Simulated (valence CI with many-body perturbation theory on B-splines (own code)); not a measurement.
E1 line list for Zr XXXV

Calculated by valence CI with perturbative core correlation (CI+MBPT): four valence electrons over a frozen Dirac-Fock core [He], a basis of 11 s, 11 p, 9 d, 7 f, 5 g, 2 h, 1 i functions for each j, with the one-electron correlation potential Σ1, the two-electron term Σ2, the three-electron term Σ3, Breit, model QED; selected CI, second order for the rest (own B-spline code, finite nucleus).

The last digits are not significant, and no measured levels were compared; by estimate large intervals hold to a few tenths of a per cent, small ones and those within an open d or f shell to about a per cent. Among the levels kept, up to 260 cm⁻¹ of a level comes from second order outside the variational space, and about a tenth of that is noise between levels of different J, which matters for small intervals.

Lines 151 to 200 of 235 in falling wavelength, among levels below 23395 × 10³ cm⁻¹, chosen from the strongest by gf and those to the six lowest levels. Wavelengths and rates use the calculated energies. Electric multipoles are in the length gauge, E1 and E2 with the static RPA response of the core. Weak lines are less certain than strong ones. Lines between different terms over intervals too small for the method are left out, as are lines whose strength nearly cancels. The highest levels of a list are the least certain.

Levels are named by their leading jj configuration (3d3/2^4 stands for four electrons in 3d with j = 3/2), which in mixed levels can hold well under half, so a name can repeat and another be missing. Letters in brackets count levels of one name in rising energy.

```tsv
λ vac (nm)	Upper	Lower	A (s⁻¹)	S (a.u.)
0.4771	(2s^2 2p1/2 3d5/2) J=2	(2s^2 2p1/2 2p3/2) J=1	9.28e+13	2.49e-02
0.4770	(2s 2p1/2 2p3/2 3d5/2) J=3 [b]	(2s 2p1/2 2p3/2^2) J=2 [a]	4.21e+13	1.58e-02
0.4769	(2s 2p1/2 2p3/2 3s) J=2 [c]	(2s 2p1/2^2 2p3/2) J=2	6.31e+11	1.69e-04
0.4766	(2s^2 2p3/2 3d5/2) J=3	(2s^2 2p3/2^2) J=2	1.82e+14	6.79e-02
0.4759	(2s^2 2p3/2 3d5/2) J=1	(2s^2 2p3/2^2) J=2	6.80e+12	1.09e-03
0.4751	(2s 2p1/2 2p3/2 3p1/2) J=3	(2s^2 2p3/2^2) J=2	3.94e+12	1.46e-03
0.4741	(2s 2p1/2 2p3/2 3p3/2) J=3 [a]	(2s^2 2p3/2^2) J=2	2.99e+12	1.10e-03
0.4729	(2s 2p1/2^2 3p1/2) J=0	(2s^2 2p1/2 2p3/2) J=1	2.42e+12	1.26e-04
0.4726	(2s 2p1/2^2 3p1/2) J=1	(2s^2 2p1/2 2p3/2) J=1	4.36e+12	6.82e-04
0.4726	(2s 2p1/2 2p3/2 3p1/2) J=1 [b]	(2s^2 2p3/2^2) J=0	4.41e+11	6.90e-05
0.4725	(2s 2p1/2 2p3/2 3p1/2) J=2 [b]	(2s^2 2p3/2^2) J=2	2.76e+11	7.18e-05
0.4721	(2s 2p1/2 2p3/2 3p3/2) J=2 [a]	(2s^2 2p3/2^2) J=2	2.50e+11	6.48e-05
0.4705	(2s 2p1/2 2p3/2 3d5/2) J=2 [b]	(2s 2p1/2^2 2p3/2) J=1	1.05e+13	2.70e-03
0.4695	(2s 2p1/2 2p3/2 3d5/2) J=1 [b]	(2s 2p1/2^2 2p3/2) J=1	1.39e+13	2.13e-03
0.4695	(2s 2p1/2 2p3/2 3d3/2) J=2 [a]	(2s 2p1/2^2 2p3/2) J=2	3.02e+13	7.70e-03
0.4695	(2s 2p1/2 2p3/2 3d3/2) J=1 [a]	(2s 2p1/2^2 2p3/2) J=2	1.18e+13	1.81e-03
0.4693	(2s 2p1/2 2p3/2 3p3/2) J=2 [b]	(2s^2 2p3/2^2) J=2	6.79e+11	1.73e-04
0.4690	(2s 2p1/2 2p3/2 3d3/2) J=3 [a]	(2s 2p1/2^2 2p3/2) J=2	4.60e+13	1.64e-02
0.4686	(2s 2p1/2 2p3/2 3p3/2) J=1 [b]	(2s^2 2p3/2^2) J=2	2.21e+12	3.37e-04
0.4685	(2s 2p1/2 2p3/2 3p1/2) J=2 [c]	(2s^2 2p3/2^2) J=2	2.21e+12	5.61e-04
0.4681	(2s 2p1/2 2p3/2 3p3/2) J=3 [b]	(2s^2 2p3/2^2) J=2	1.05e+12	3.72e-04
0.4672	(2s 2p1/2^2 3p3/2) J=2	(2s^2 2p1/2 2p3/2) J=1	1.77e+12	4.46e-04
0.4666	(2s 2p1/2 2p3/2 3d5/2) J=2 [a]	(2s 2p1/2^2 2p3/2) J=2	1.51e+12	3.80e-04
0.4665	(2s 2p1/2 2p3/2 3p3/2) J=1 [c]	(2s^2 2p3/2^2) J=0	5.81e+11	8.73e-05
0.4660	(2s 2p3/2^2 3s) J=2	(2s 2p1/2^2 2p3/2) J=2	3.50e+11	8.73e-05
0.4658	(2s 2p1/2 2p3/2 3d5/2) J=3 [a]	(2s 2p1/2^2 2p3/2) J=2	2.55e+13	8.92e-03
0.4656	(2s 2p1/2 2p3/2 3p3/2) J=1 [d]	(2s^2 2p3/2^2) J=0	8.77e+11	1.31e-04
0.4644	(2s 2p1/2 2p3/2 3d3/2) J=3 [b]	(2s 2p1/2^2 2p3/2) J=2	6.13e+13	2.12e-02
0.4644	(2s 2p1/2 2p3/2 3d3/2) J=2 [b]	(2s 2p1/2^2 2p3/2) J=2	1.29e+14	3.19e-02
0.4642	(2s^2 2p3/2 3d3/2) J=2	(2s^2 2p1/2 2p3/2) J=2	4.28e+13	1.06e-02
0.4640	(2s 2p1/2 2p3/2 3d3/2) J=1 [b]	(2s 2p1/2^2 2p3/2) J=2	1.61e+14	2.38e-02
0.4635	(2s^2 2p3/2 3d3/2) J=3	(2s^2 2p1/2 2p3/2) J=2	1.09e+14	3.74e-02
0.4632	(2s 2p1/2 2p3/2 3p3/2) J=3 [c]	(2s^2 2p3/2^2) J=2	1.16e+12	3.98e-04
0.4630	(2s 2p1/2 2p3/2 3p3/2) J=2 [c]	(2s^2 2p3/2^2) J=2	1.39e+12	3.41e-04
0.4629	(2s^2 2p1/2 3d3/2) J=1	(2s^2 2p1/2^2) J=0	1.45e+14	2.13e-02
0.4629	(2s^2 2p3/2 3d3/2) J=1	(2s^2 2p1/2 2p3/2) J=2	2.48e+13	3.64e-03
0.4624	(2s^2 2p3/2 3d5/2) J=2	(2s^2 2p1/2 2p3/2) J=2	1.11e+13	2.70e-03
0.4623	(2s 2p1/2 2p3/2 3d5/2) J=2 [b]	(2s 2p1/2^2 2p3/2) J=2	3.34e+11	8.14e-05
0.4622	(2s^2 2p3/2 3d3/2) J=2	(2s^2 2p1/2 2p3/2) J=1	5.36e+13	1.31e-02
0.4621	(2s 2p1/2 2p3/2 3d5/2) J=3 [b]	(2s 2p1/2^2 2p3/2) J=2	5.45e+12	1.86e-03
0.4619	(2s 2p1/2 2p3/2 3p1/2) J=2 [a]	(2s^2 2p1/2 2p3/2) J=2	5.55e+12	1.35e-03
0.4618	(2s 2p1/2 2p3/2 3p3/2) J=1 [c]	(2s^2 2p3/2^2) J=2	6.85e+11	9.99e-05
0.4614	(2s 2p1/2 2p3/2 3d5/2) J=1 [b]	(2s 2p1/2^2 2p3/2) J=2	7.92e+11	1.15e-04
0.4613	(2s 2p1/2 2p3/2 3p1/2) J=1 [a]	(2s^2 2p1/2 2p3/2) J=1	4.18e+13	6.07e-03
0.4609	(2s^2 2p3/2 3d3/2) J=1	(2s^2 2p1/2 2p3/2) J=1	4.64e+13	6.72e-03
0.4608	(2s 2p1/2 2p3/2 3p3/2) J=1 [d]	(2s^2 2p3/2^2) J=2	7.93e+11	1.15e-04
0.4608	(2s^2 2p3/2 3d3/2) J=0	(2s^2 2p1/2 2p3/2) J=1	1.02e+14	4.94e-03
0.4606	(2s^2 2p3/2 3d5/2) J=3	(2s^2 2p1/2 2p3/2) J=2	1.98e+13	6.69e-03
0.4604	(2s^2 2p3/2 3d5/2) J=2	(2s^2 2p1/2 2p3/2) J=1	1.32e+13	3.18e-03
0.4599	(2s 2p1/2 2p3/2 3p1/2) J=2 [a]	(2s^2 2p1/2 2p3/2) J=1	4.34e+12	1.04e-03
```
